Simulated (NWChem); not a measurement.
# SiHBr2F; SMILES Br[SiH](Br)F

Program: NWChem. Structure relaxed at the B3LYP/6-31G* (spherical d) level. Level: M05-2X/def2-SVP with SMD (1 M gas to 1 M solution), gas-phase geometry. Reactions with the solvent are ignored.

```
solvent          dielectric constant  solvation free energy (kcal/mol)  cavity-dispersion-structure term (kcal/mol)  dipole in solution (D)
---------------  -------------------  --------------------------------  -------------------------------------------  ----------------------
water                           78.4                              -0.9                                          0.6                    1.60
tetrahydrofuran                 7.43                              -4.2                                         -2.9                    1.54
1-propanol                      20.5                              -4.5                                         -3.2                    1.58
acetone                         20.5                              -4.4                                         -3.1                    1.58
```
